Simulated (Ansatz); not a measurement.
`[AlH2][InH][Cl]` + `C[C](=N)[GeH3]` → `C[C](=N)[InH][Cl]` + `[AlH2][GeH3]`  (redistribution)

Gas-phase electronic energies from Ansatz, PBE0-D4/def2-TZVP geometries. CCSD(T)/CBS adds triple-zeta CCSD(T) − MP2 to the extrapolated MP2 energy (def2 sets, frozen cores). Functionals use def2-TZVPP. B3LYP here is the variant with VWN-RPA as its local correlation; programs differ in this. Elements past krypton have def2 core potentials. For Ge, In outer-core shells are correlated without core-valence functions, which leaves a few kJ/mol of doubt a bond. Scalar relativity is left out up to krypton. Each species was taken in one conformer, which may not be the lowest.

```json
{"level": "B3LYP-D4", "ΔE (kcal/mol)": "4.7"}
{"level": "PBE", "ΔE (kcal/mol)": "3.8"}
{"level": "HF/def2-TZVPP", "ΔE (kcal/mol)": "8.6"}
{"level": "CCSD/def2-TZVPP", "ΔE (kcal/mol)": "5.6"}
```

Q: What does CCSD(T)/CBS give? (Best estimate.)

A: The calculation gave: +4.9 kcal/mol. The listed levels differ from it by -0.2, -1.1, 3.7, 0.7 kcal/mol.

Largest T1 diagnostic among the species: 0.014.

From PBE to PBE0 (25 % exact exchange), in def2-TZVPP and without D4, ΔE moves by +1.2 kcal/mol. In def2-TZVPP, CCSD(T) changes the Hartree–Fock value by −3.9 kcal/mol (the triples alone add −0.9 kcal/mol) and MP2 by −3.7 kcal/mol.
